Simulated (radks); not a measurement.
Ta, configuration [Xe] 4f14 5d2 6s2 6p1 (not the ground configuration). All-electron calculation, scalar-relativistic Kohn-Sham, exchange-only r2SCAN, spin-unpolarised, spherical densities, finite nucleus; meta-GGA in the generalised Kohn-Sham scheme; Fermi nuclear charge, rms radius 5.3507 fm. Program: a radial shooting solver on a logarithmic mesh with Libxc functionals.

Normalised radial functions P(r) = r R(r), r in bohr:

```
   r/bohr * 4d, o 6p (the largest magnitude, 1.45, reaches the edge; | marks zero, & curves that meet)
 0.002458                             &
 0.003386                             &
 0.004625                             &
  0.00637                             &
 0.008772                             &
  0.01198                             &
   0.0165                             |&
  0.02273                             |&
   0.0313                             |o *
  0.04276                             |o   *
  0.05888                             |o       *
  0.08109                             o            *
   0.1108                            o|               *
   0.1526                           o |             *
   0.2101                            o|  *
   0.2893               *             |o
   0.3953  *                          | o
   0.5443  *                          |o
   0.7496            *             o  |
    1.024                      *  o   |
     1.41                           & |
    1.942                             *  o
    2.675                             *       o
    3.654                             *         o
    5.032                             *       o
    6.929                             *    o
    9.467                             * o
    13.04                             *o
```

4d: eigenvalue -229.30 eV, 1 radial node at r = 0.223 bohr, <r> = 0.523 bohr, 90 % of the charge inside 0.784 bohr. 6p: eigenvalue -1.689 eV, 4 radial nodes at r = 0.0803, 0.233, 0.572, 1.58 bohr, <r> = 4.51 bohr, 90 % of the charge inside 6.93 bohr.
